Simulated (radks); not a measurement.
The caesium ion Cs39+, 16 electrons, occupied as [Ne] 3s2 3p4.

All-electron calculation, scalar-relativistic Kohn-Sham, PBEsol, spin-polarised, spherical densities, finite nucleus; open shells are filled with parallel spins first (spin-orbit coupling, left out, can overturn this in heavy ions); Fermi nuclear charge, rms radius 4.8041 fm. Program: a radial shooting solver on a logarithmic mesh with Libxc functionals.

Energy parts (hartree):
| part | energy |
|---|---|
| total | -6484.0318 |
| kinetic | 6892.3863 |
| electron-nucleus | -14159.6594 |
| Hartree | 895.7654 |
| exchange-correlation | -112.5241 |

Orbitals (lengths in bohr, moments of r in powers of bohr):
| orbital | occ. | eigenvalue (hartree) | <r> |
|---|---|---|---|
| 1s up | 1 | -1400.005 | 0.02612 |
| 1s down | 1 | -1399.821 | 0.02611 |
| 2s up | 1 | -288.2224 | 0.1109 |
| 2s down | 1 | -288.0825 | 0.1108 |
| 2p up | 3 | -267.7996 | 0.09687 |
| 2p down | 3 | -267.6076 | 0.09686 |
| 3s up | 1 | -111.2129 | 0.2709 |
| 3s down | 1 | -110.6843 | 0.2713 |
| 3p up | 3 | -104.8240 | 0.2633 |
| 3p down | 1 | -104.2897 | 0.2636 |
| 3d up | 0 | -97.32925 | 0.2327 |
| 3d down | 0 | -96.87249 | 0.2325 |
| 4s up | 0 | -57.94288 | 0.5105 |
| 4s down | 0 | -57.75630 | 0.5116 |

The highest occupied level is 3p down at -2837.9 eV. Spin moment in Bohr magnetons: 2.
